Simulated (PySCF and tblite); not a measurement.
Values are calculated unless marked as measured or tabulated.
System: C₇H₅N₂ (charge -1), numbered as in [CH:1]#[C:2]/[CH:3]=[CH:4]\[c:5]1[cH:6][n:7][cH:8][n-:9]1.

Motion: rotation about the C5–C4 bond (torsion C6–C5–C4–C3 from 0° to 180°, rising). GFN2-xTB gives an electronic barrier of 11.5 kcal/mol and a reaction energy of 2.1 kcal/mol.

The ion is treated without a counter-ion.

PBE0/pcSseg-1 + D3(BJ) on GFN2-xTB geometries gives 15.7 kcal/mol and k(298 K) = 48 s⁻¹.

(1) What does PBE0/pcSseg-1 + D3(BJ), IEF-PCM chloroform give on GFN2-xTB geometries?

Programs: tblite and PySCF.

Answers

(1) A barrier of 11.7 kcal/mol, 4.0 below the first DFT barrier (from unrounded values), a reaction energy of 1.8 kcal/mol and, with GFN2-xTB thermal terms, ΔG‡(298 K) = 11.6 kcal/mol and k = 4×10⁴ s⁻¹ (2 equivalent paths).
